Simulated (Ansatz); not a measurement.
Program: Ansatz. Geometries: PBE0-D4/def2-TZVP. ΔE: electronic, gas phase. CBS: MP2 limit from def2 TZ/QZ plus the TZ coupled-cluster correction, frozen cores. DFT in def2-TZVPP. B3LYP here is the variant with VWN-RPA as its local correlation; programs differ in this. HSE06 is defined as in plane-wave codes. Each species was taken in one conformer, which may not be the lowest.

`CC(Cl)[SiH2]Cl` + `NCF` → `FCN[SiH2]Cl` + `CCCl`  (ligand exchange at the Si–C bond)

```
         level  ΔE (kJ/mol)  difference from CCSD(T)/CBS
   LDA (SPW92)        -50.2                          6.1
     revPBE-D4        -48.2                          8.1
      B3LYP-D4        -57.4                         -1.1
    r2SCANh-D4        -56.0                          0.3
    r2SCAN0-D4        -57.4                         -1.1
        B2PLYP        -60.8                         -4.5
      PBE-QIDH        -57.1                         -0.8
           PBE        -51.9                          4.4
          BLYP        -60.4                         -4.1
          PBE0        -55.8                          0.5
       r2SCANh        -57.0                         -0.7
         HSE06        -55.7                          0.6
       LC-ωPBE        -58.8                         -2.5
 CCSD/def2-SVP        -53.5                          2.8
MP2/def2-TZVPP        -56.0                          0.3
  HF/CBS(def2)        -75.2                        -18.9
   CCSD(T)/CBS        -56.3                            0
```

Q: What do rigid-rotor, harmonic-oscillator terms from PBE0-D4/def2-TZVP frequencies (298.15 K, 1 bar) make of the CCSD(T)/CBS value? (Estimate.)

A: Computed: ΔZPE = +0.7 kJ/mol, ΔH = -55.7 kJ/mol, ΔS = 11 J/(mol·K), ΔG = -59.1 kJ/mol. Modes under 50 cm⁻¹ make the entropy rough.

Largest T1 diagnostic among the species: 0.011.

The D4 term adds +5.3 kJ/mol with B3LYP and +2.9 kJ/mol with PBE0; it sums over pairs of atoms, weighted by their polarisabilities, and B3LYP, whose exchange is more repulsive, gets the larger term. From BLYP to BHLYP (50 % exact exchange), in def2-TZVPP and without D4, ΔE moves by −6.5 kJ/mol.

CCSD(T)/CBS has its own doubt, a few kJ/mol and more with outer-core shells, so smaller differences from it don't rank the levels.
